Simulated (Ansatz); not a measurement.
Cost against result

Saddle point of SiH3SF3, singlet (SiHSF₃ ([F][Si]([F])([F])[SH]) + H₂ → SiHF₃ ([F][SiH]([F])[F]) + H₂S; bonds formed: Si1–H7, S2–H6; bonds broken: Si1–S2, H6–H7), PBE0-D4/def2-TZVP structure:

```xyz
8
angstrom
Si -0.2684 0.2288 -0.5917
S 0.9432 -1.2326 0.8486
F 0.8445 0.0439 -1.7265
F -0.1312 1.8031 -0.4173
F -1.5019 -0.4130 -1.3531
H -0.3741 -0.4898 1.1777
H -1.1609 0.2309 0.7776
H 1.6485 -0.1714 1.2847
```

Barriers are electronic and count from the start structure reached by relaxing down the imaginary mode.

Ansatz 0.2.0; basis: as named in each row; cores frozen in the correlated methods. B3LYP uses VWN-RPA correlation. Extrapolation: Hartree–Fock as exp(−7.88 √X), correlation as X^−2.97.

Times are rough, for one single point on 4 threads of a shared host (Arm Neoverse V2).

The estimate by CCSD(T) at an estimated basis limit (MP2 extrapolated from triple and quadruple zeta, plus CCSD(T) − MP2 in triple zeta) is 249.7 kJ/mol.

```
      method       basis  time (s)  barrier (kJ/mol)  method less estimate
          HF      STO-3G   under 1             439.3                 189.5
      PBE-D4      STO-3G   under 1             249.2                  -0.5
       SPW92    def2-SVP   under 1             154.3                 -95.5
    B3LYP-D4       6-31G   under 1             255.7                   5.9
      PBE-D4    def2-SVP   under 1             190.5                 -59.2
     PBE0-D4    def2-SVP   under 1             210.8                 -38.9
       SPW92  def2-TZVPP         1             164.7                 -85.0
      PBE-D4  def2-TZVPP         2             202.6                 -47.2
     BLYP-D4  def2-TZVPP         2             226.9                 -22.8
    B3LYP-D4  def2-TZVPP         2             239.7                 -10.0
    BHLYP-D4  def2-TZVPP         2             262.7                  13.0
CAM-B3LYP-D4  def2-TZVPP         2             244.8                  -5.0
     PBE0-D4  def2-TZVPP         3             222.3                 -27.4
     CCSD(T)    def2-SVP         3             248.1                  -1.7
   r2SCAN-D4  def2-TZVPP         3             219.7                 -30.0
     wB97M-V    def2-SVP         4             224.5                 -25.3
  RPA on PBE  def2-TZVPP         4             248.8                  -1.0
  r2SCAN0-D4  def2-TZVPP         4             233.1                 -16.6
      B2PLYP  def2-TZVPP         4             247.1                  -2.6
    PBE-QIDH  def2-TZVPP         4             241.1                  -8.7
     wB97X-V  def2-TZVPP         6             246.0                  -3.7
      B97M-V  def2-TZVPP         6             230.9                 -18.9
     wB97M-V  def2-TZVPP         7             242.2                  -7.5
         MP2  def2-QZVPP        15             250.7                   1.0
     CCSD(T)  def2-TZVPP       110             251.6                   1.9
```

All methods are single points on the PBE0-D4 structures.

T1 diagnostic: at most 0.013.

Labels in which every atom is bracketed show which atoms are joined, not bond orders.
